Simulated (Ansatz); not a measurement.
`[OH][AlH][NH][SiH3]` + `S[CH2][GeH3]` → `[SiH3]S[CH2][GeH3]` + `[NH2][AlH][OH]`  (ligand exchange at the Si–N bond)

Isolated molecules relaxed with PBE0-D4/def2-TZVP in Ansatz; ΔE leaves out vibrations. CCSD(T)/CBS is the MP2 limit (def2-TZVPP, def2-QZVPP) plus CCSD(T) − MP2 in def2-TZVPP, frozen cores. This one scheme is used for every species. DFT in def2-TZVPP. For Ge outer-core shells are correlated without core-valence functions, which leaves a few kJ/mol of doubt a bond. Scalar relativity is left out up to krypton. Each species was taken in one conformer, which may not be the lowest.

| level | ΔE (kJ/mol) |
| --- | --- |
| ωB97X-V | -2.3 |
| ωB97M-V | -1.9 |
| B2PLYP | -1.0 |
| RPA@PBE/def2-TZVPP | 4.2 |

(1) What does CCSD(T)/CBS give? (Estimate.)

(2) What do rigid-rotor, harmonic-oscillator terms from PBE0-D4/def2-TZVP frequencies (298.15 K, 1 bar) make of the CCSD(T)/CBS value? (Best estimate.)

Largest T1 diagnostic among the species: 0.012.

Answers

(1) The calculation gave: -3.6 kJ/mol. The listed levels differ from it by 1.3, 1.7, 2.6, 7.8 kJ/mol.

(2) The calculation gave: ΔZPE = +4.2 kJ/mol, ΔH = +1.3 kJ/mol, ΔS = 3 J/(mol·K), ΔG = +0.5 kJ/mol. Modes under 50 cm⁻¹ make the entropy rough.

Leaving LDA and LC-ωPBE aside and taking each functional with its dispersion term where it has one, the values, not all of them listed here, spread over 13.2 kJ/mol, from revPBE-D4 to BHLYP-D4. LDA lies +3.2 kJ/mol from PBE without D4. From BLYP to BHLYP (50 % exact exchange), in def2-TZVPP and without D4, ΔE moves by +5.4 kJ/mol. In def2-TZVPP, CCSD(T) changes the Hartree–Fock value by −7.0 kJ/mol (the triples alone add −1.8 kJ/mol) and MP2 by −10.3 kJ/mol.
